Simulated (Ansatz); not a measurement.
H5GeNSi, SMILES `[NH2][Ge][SiH3]` (lower singlet) (charge 0, multiplicity 1). This singlet lies 1.44 eV below the relaxed triplet at the level frozen-core CCSD(T)/cc-pVDZ // PBE0-D3(BJ)/def2-TZVP (Ansatz, a quantum-chemistry and plane-wave program).

Z-matrix (Å, degrees):
```
Si
H 1 1.4931
H 1 1.4932 2 106.61
H 1 1.4966 2 107.48 3 -115.00
Ge 1 2.4757 2 111.36 3 121.60
N 5 1.8184 1 92.90 2 120.74
H 6 1.0085 5 126.32 1 -0.09
H 6 1.0086 7 112.44 5 -179.82
```
Charge 0, spin multiplicity 1.

Give the natural occupations of the active orbitals, the CASSCF energy and the corrected energy for frozen-core fic-MRCISD+Q@CASSCF(6e,6o)/cc-pVTZ // PBE0-D3(BJ)/def2-TZVP (Ansatz).


| Item | Value |
|---|---|
| natural occupations | 1.98, 1.98, 1.97, 0.03, 0.02, 0.02 |
| CASSCF energy | -2421.8081 Ha |
| corrected energy | -2422.2940 Ha |
| weight of the reference | 0.873 |
